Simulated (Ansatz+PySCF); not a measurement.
Values are calculated unless marked as measured or tabulated.
## Several solutions for quintet VH2O(+)

```yaml
atoms:
  - { symbol: V, position_ang: [0.0000, 0.0000, 0.0000] }
  - { symbol: O, position_ang: [0.0000, 0.0000, 2.1000] }
  - { symbol: H, position_ang: [0.7750, 0.0000, 2.6750] }
  - { symbol: H, position_ang: [-0.7750, 0.0000, 2.6750] }
```

Basis set: def2-SVP (spherical functions). Charge 1, multiplicity 5.

PBE0 (restricted open-shell) was run from several starts with Ansatz (development build ahead of 0.2.0) and PySCF 2.14.0.

| run | program | start | converged | energy (hartree) | <S²> |
| --- | --- | --- | --- | --- | --- |
| A | Ansatz | atomic start, no search | yes | -1019.67739 | 6.00 |
| B | Ansatz | search for the lowest state | yes | -1019.67739 | 6.00 |
| C | PySCF | program defaults | yes | -1019.66621 | 6.00 |
| D | Ansatz | stability test followed | yes | -1019.67739 | 6.00 |

(1) Which runs reached the lowest solution of this kind, and what is wrong with the others?

## Answers

(1) A, B, D reached the lowest solution found. Converged but too high: C by 0.30 eV. Convergence only shows a stationary point, and even a stable one can lie too high; stability tests and further starts are what find lower ones. Caution: other spin multiplicities were not run.
